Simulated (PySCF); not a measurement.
C7H6.
Bonds: C1–C2 (triple), C2–C3, C3–C4 (triple), C4–C5, C5–C6, C6–C7, C5–C7. Hydrogens: H8 on C1; H9 on C5; H10, H11 on C6; H12, H13 on C7.

Level of theory: TDDFT B3LYP/def2-SVPD, vertical, gas phase, core orbitals frozen in the response in PySCF. Isolated species at its PBE0-D3(BJ)/def2-SVP geometry, gas phase.

Broadening: Gaussians 0.3 eV wide at half height, area fixed by f = 4.319×10⁻⁹ ∫ε dν̃. The width is an assumption, not a result. The curve ends short of the highest state used, and states not computed would add to its high-energy end.

| λ (nm) | ε (L mol⁻¹ cm⁻¹) |
| --- | --- |
| 203.3 | 62 |
| 208.2 | 4 |
| 213.0 | 0 |
| 217.9 | 0 |
| 222.7 | 0 |
| 227.6 | 0 |
| 232.5 | 0 |
| 237.3 | 0 |
| 242.2 | 1 |
| 247.1 | 14 |
| 251.9 | 81 |
| 256.8 | 275 |
| 261.7 | 556 |
| 266.5 | 692 |
| 271.4 | 560 |
| 276.3 | 307 |
| 281.1 | 125 |
| 286.0 | 41 |
| 290.9 | 13 |
| 295.7 | 4 |
| 300.6 | 1 |
| 305.5 | 0 |
| 310.3 | 0 |
| 315.2 | 0 |

Task: Locate the maxima and give the states behind the curve.

Result: 266 nm (4.65 eV), ε about 690, made up of S2 (98%) (ε in L mol⁻¹ cm⁻¹; maxima over ε = 5, shares over 10%). At its high-energy end, 6.10 eV, the curve is still rising (ε about 63, from S4). The states used: S1 4.38 eV (f 0.0001); S2 4.65 eV (f 0.0076); S3 4.79 eV (f 0.0002); S4 6.34 eV (f 0.0036); S5 6.62 eV (f 0.237); S6 6.70 eV (f 0.0015).

Task: What would ε be at 4.65 eV, the highest of these maxima, with half the width (0.15 eV)?

Result: About 1370 L mol⁻¹ cm⁻¹ against 692, a factor of about 1.97; a lone state at its own centre would give exactly 2.

Task: On this curve, what absorbance would a 10⁻⁵ mol/L sample give at 254 nm over a 1 cm path?

Result: 254 nm is 4.881 eV, where ε is about 150 L mol⁻¹ cm⁻¹, so A = ε c l ≈ 0.0015 (Beer–Lambert, with the gas-phase spectrum and the assumed width).
